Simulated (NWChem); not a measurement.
System: BH3S2; SMILES SBS

The following NWChem deck was run.

```
start job
memory heap 200 mb stack 900 mb global 1100 mb
geometry units angstroms noautoz
  B      0.000000     0.000000    -0.684700
  H      0.000000     0.000000    -1.873262
  S     -1.555353     0.000000     0.234938
  H     -2.375643     0.000000    -0.836159
  S      1.555353     0.000000     0.234938
  H      2.375643     0.000000    -0.836159
end
basis spherical
  B library 6-31g*
  H library 6-31g*
  S library 6-31g*
end
dft
  xc xcamb88 1.00 lyp 0.81 vwn_5 0.19 hfexch 1.00
  cam 0.33 cam_alpha 0.19 cam_beta 0.46
  iterations 150
  mulliken
end
task dft energy
```

Excerpt of the output:

```
             Northwest Computational Chemistry Package (NWChem) 7.3.0
             --------------------------------------------------------

 C2V symmetry detected

                             Geometry "geometry" -> ""
                             -------------------------

 Output coordinates in angstroms (scale by  1.889725989 to convert to a.u.)

  No.       Tag          Charge          X              Y              Z
 ---- ---------------- ---------- -------------- -------------- --------------
    1 B                    5.0000     0.00000000     0.00000000    -0.69842340
    2 H                    1.0000     0.00000000     0.00000000    -1.88698540
    3 S                   16.0000    -1.55535300     0.00000000     0.22121460
    4 H                    1.0000    -2.37564300     0.00000000    -0.84988240
    5 S                   16.0000     1.55535300     0.00000000     0.22121460
    6 H                    1.0000     2.37564300     0.00000000    -0.84988240

 Effective nuclear repulsion energy (a.u.)     118.5482102476

      Symmetry information
      --------------------

 Group name             C2v
 Group number             16
 Group order               4
 No. of unique centers     4

                                 NWChem DFT Module
                                 -----------------

 Summary of "ao basis" -> "ao basis" (spherical)
 ------------------------------------------------------------------------------
       Tag                 Description            Shells   Functions and Types
 ---------------- ------------------------------  ------  ---------------------
 B                           6-31g*                  6       14   3s2p1d
 H                           6-31g*                  2        2   2s
 S                           6-31g*                  8       18   4s3p1d

      Symmetry analysis of basis
      --------------------------

        a1         24
        a2          6
        b1         18
        b2          8

            General Information
            -------------------
          SCF calculation type: DFT
          Wavefunction type:  closed shell.
          No. of atoms     :     6
          No. of electrons :    40
           Alpha electrons :    20
            Beta electrons :    20
          Charge           :     0
          Spin multiplicity:     1
          Use of symmetry is: on ; symmetry adaption is: on
          Maximum number of iterations: 150
          AO basis - number of functions:    56
                     number of shells:    28
          Convergence on energy requested:  1.00D-06
          Convergence on density requested:  1.00D-05
          Convergence on gradient requested:  5.00D-04

              XC Information
              --------------
                     Hartree-Fock (Exact) Exchange  1.000
                   CAM-Becke88 Exchange Functional  1.000
                      VWN V Correlation Functional  0.190 local
              Lee-Yang-Parr Correlation Functional  0.810

           Range-Separation Parameters
           ---------------------------
           Alpha           :  0.19
           Beta            :  0.46
           Gamma           :  0.33
           Short-Range HF  :     F

             Grid Information
             ----------------
          Grid used for XC integration:  medium
          Radial quadrature: Mura-Knowles
          Angular quadrature: Lebedev.
          Tag              B.-S. Rad. Rad. Pts. Rad. Cut. Ang. Pts.
          ---              ---------- --------- --------- ---------
          B                   0.85       49           8.0       434
          H                   0.35       45          11.0       434
          S                   1.00       88          10.0       590
          Grid pruning is: on
          Number of quadrature shells:   227
          Spatial weights used:  Erf1

      Superposition of Atomic Density Guess
      -------------------------------------

 Sum of atomic energies:        -820.93214802

      Non-variational initial energy
      ------------------------------

 Total energy =    -821.936333
 1-e energy   =   -1368.732921
 2-e energy   =     428.248378
 HOMO         =      -0.309566
 LUMO         =       0.031839

      Symmetry analysis of molecular orbitals - initial
      -------------------------------------------------

  Numbering of irreducible representations:

     1 a1          2 a2          3 b1          4 b2

  Orbital symmetries:

     1 a1          2 b1          3 a1          4 b1          5 a1
     6 a1          7 b1          8 a1          9 b1         10 b2
    11 a2         12 a1         13 b1         14 a1         15 a1
    16 b1         17 b1         18 b2         19 a1         20 a2
    21 b2         22 a1         23 b1         24 a1         25 b1
    26 a1         27 a1         28 b1         29 a1         30 b2

     ---------------------------------------------
      Total Density - Mulliken Population Analysis
     ---------------------------------------------

    Atom       Charge   Shell Charges
 -----------   ------   -------------------------------------------------------
    1 B    5     4.84   2.00  0.61  1.08  0.52  0.58  0.05
    2 H    1     0.97   0.49  0.48
    3 S   16    16.35   2.00  2.00  5.98  1.32  3.12  0.51  1.39  0.03
    4 H    1     0.74   0.40  0.34
    5 S   16    16.35   2.00  2.00  5.98  1.32  3.12  0.51  1.39  0.03
    6 H    1     0.74   0.40  0.34

   convergence    iter        energy       DeltaE   RMS-Dens  Diis-err
 ---------------- ----- ----------------- --------- --------- ---------
 d= 0,ls=0.0,diis     1   -822.9847912076 -9.42D+02  1.29D-02  3.32D-01
 d= 0,ls=0.0,diis     2   -823.0187314258 -3.39D-02  6.89D-03  1.08D-01
 d= 0,ls=0.0,diis     3   -823.0340975900 -1.54D-02  1.94D-03  1.10D-02
 d= 0,ls=0.0,diis     4   -823.0359606990 -1.86D-03  3.22D-04  3.50D-04
 d= 0,ls=0.0,diis     5   -823.0360172752 -5.66D-05  1.35D-04  1.24D-05
  Resetting Diis
 d= 0,ls=0.0,diis     6   -823.0360198121 -2.54D-06  2.49D-05  1.40D-06
 d= 0,ls=0.0,diis     7   -823.0360200544 -2.42D-07  4.21D-06  5.19D-09

         Total DFT energy =     -823.036020054359
      One electron energy =    -1370.745075971241
           Coulomb energy =      485.727014467433
    Exchange-Corr. energy =      -56.566168798114
 Nuclear repulsion energy =      118.548210247563

 Numeric. integr. density =       39.999988010858

                  Occupations of the irreducible representations
                  ----------------------------------------------

                     irrep           alpha         beta
                     --------     --------     --------
                     a1                9.0          9.0
                     a2                2.0          2.0
                     b1                7.0          7.0
                     b2                2.0          2.0

                       DFT Final Molecular Orbital Analysis
                       ------------------------------------

 Vector   18  Occ=2.000000D+00  E=-3.777781D-01  Symmetry=a1
              MO Center= -2.0D-15,  2.1D-30, -1.7D-01, r^2= 4.0D+00
   Bfn.  Coefficient  Atom+Function         Bfn.  Coefficient  Atom+Function
  ----- ------------  ---------------      ----- ------------  ---------------
    25      0.358624  3 S  pz                45      0.358624  5 S  pz
     5     -0.293079  1 B  pz                16      0.244708  2 H  s
    15      0.196711  2 H  s                 26      0.168371  3 S  s
    46      0.168371  5 S  s                 29      0.149028  3 S  pz
    49      0.149028  5 S  pz                23     -0.146970  3 S  px

 Vector   19  Occ=2.000000D+00  E=-3.762954D-01  Symmetry=b2
              MO Center=  2.1D-14, -2.8D-16,  2.6D-02, r^2= 3.3D+00
   Bfn.  Coefficient  Atom+Function         Bfn.  Coefficient  Atom+Function
  ----- ------------  ---------------      ----- ------------  ---------------
    24      0.431796  3 S  py                44      0.431796  5 S  py
    28      0.226537  3 S  py                48      0.226537  5 S  py
     4      0.219124  1 B  py                20     -0.166001  3 S  py
    40     -0.166001  5 S  py                 8      0.135083  1 B  py

 Vector   20  Occ=2.000000D+00  E=-3.188071D-01  Symmetry=a2
              MO Center= -2.4D-14, -1.3D-16,  2.0D-01, r^2= 3.9D+00
   Bfn.  Coefficient  Atom+Function         Bfn.  Coefficient  Atom+Function
  ----- ------------  ---------------      ----- ------------  ---------------
    24      0.504724  3 S  py                44     -0.504724  5 S  py
    28      0.308865  3 S  py                48     -0.308865  5 S  py
    20     -0.191820  3 S  py                40      0.191820  5 S  py
    10     -0.029425  1 B  d -2

 Vector   21  Occ=0.000000D+00  E= 1.520898D-02  Symmetry=b2
              MO Center=  8.7D-15,  2.6D-16, -4.7D-01, r^2= 2.9D+00
   Bfn.  Coefficient  Atom+Function         Bfn.  Coefficient  Atom+Function
  ----- ------------  ---------------      ----- ------------  ---------------
     8      0.716964  1 B  py                 4      0.476661  1 B  py
    28     -0.335490  3 S  py                48     -0.335490  5 S  py
    24     -0.252410  3 S  py                44     -0.252410  5 S  py
    20      0.092999  3 S  py                40      0.092999  5 S  py
    30      0.063495  3 S  d -2              50     -0.063495  5 S  d -2

 Vector   22  Occ=0.000000D+00  E= 5.492915D-02  Symmetry=a1
              MO Center=  6.4D-14, -1.4D-16, -2.1D-01, r^2= 5.9D+00
   Bfn.  Coefficient  Atom+Function         Bfn.  Coefficient  Atom+Function
  ----- ------------  ---------------      ----- ------------  ---------------
    36      0.980752  4 H  s                 56      0.980752  6 H  s
    27      0.503063  3 S  px                47     -0.503063  5 S  px
     6     -0.472546  1 B  s                 29      0.431243  3 S  pz
    49      0.431243  5 S  pz                16      0.400932  2 H  s
    26     -0.362267  3 S  s                 46     -0.362267  5 S  s

 Vector   23  Occ=0.000000D+00  E= 1.087101D-01  Symmetry=b1
              MO Center= -7.4D-14, -1.2D-16, -2.2D-01, r^2= 6.3D+00
   Bfn.  Coefficient  Atom+Function         Bfn.  Coefficient  Atom+Function
  ----- ------------  ---------------      ----- ------------  ---------------
    36      1.093603  4 H  s                 56     -1.093603  6 H  s
    27      0.612506  3 S  px                47      0.612506  5 S  px
    29      0.458979  3 S  pz                49     -0.458979  5 S  pz
    26     -0.450768  3 S  s                 46      0.450768  5 S  s
    23      0.319727  3 S  px                43      0.319727  5 S  px

     ---------------------------------------------
      Total Density - Mulliken Population Analysis
     ---------------------------------------------

    Atom       Charge   Shell Charges
 -----------   ------   -------------------------------------------------------
    1 B    5     5.04   2.00  0.58  1.43  0.42  0.56  0.05
    2 H    1     0.96   0.51  0.45
    3 S   16    16.12   2.00  2.00  5.97  1.34  3.10  0.52  1.14  0.05
    4 H    1     0.88   0.50  0.39
    5 S   16    16.12   2.00  2.00  5.97  1.34  3.10  0.52  1.14  0.05
    6 H    1     0.88   0.50  0.39

     -------------------------------------------
      Total Density - Lowdin Population Analysis
     -------------------------------------------

    Atom       Charge   Shell Charges
 -----------   ------   -------------------------------------------------------
    1 B    5     5.35   1.98  0.48  1.31  0.41  1.04  0.12
    2 H    1     0.94   0.49  0.46
    3 S   16    15.98   2.00  1.99  5.90  1.05  2.80  0.57  1.61  0.06
    4 H    1     0.88   0.48  0.40
    5 S   16    15.98   2.00  1.99  5.90  1.05  2.80  0.57  1.61  0.06
    6 H    1     0.88   0.48  0.40

     Multipole analysis of the density
     ---------------------------------

     L   x y z        total         alpha         beta         nuclear
     -   - - -        -----         -----         ----         -------
     0   0 0 0     -0.000000    -20.000000    -20.000000     40.000000

     1   1 0 0     -0.000000     -0.000000     -0.000000      0.000000
     1   0 1 0     -0.000000     -0.000000     -0.000000      0.000000
     1   0 0 1     -0.771718     -0.385859     -0.385859     -0.000000

     2   2 0 0    -21.862279   -169.306581   -169.306581    316.750883
     2   1 1 0     -0.000000     -0.000000     -0.000000      0.000000
     2   1 0 1      0.000000      0.000000      0.000000     -0.000000
     2   0 2 0    -26.452790    -13.226395    -13.226395      0.000000
     2   0 1 1     -0.000000     -0.000000     -0.000000      0.000000
     2   0 0 2    -24.489129    -28.332636    -28.332636     32.176143
```

Level: CAM-B3LYP/6-31G* (spherical d). All runs use the structure optimised with B3LYP/6-31G* (spherical d).
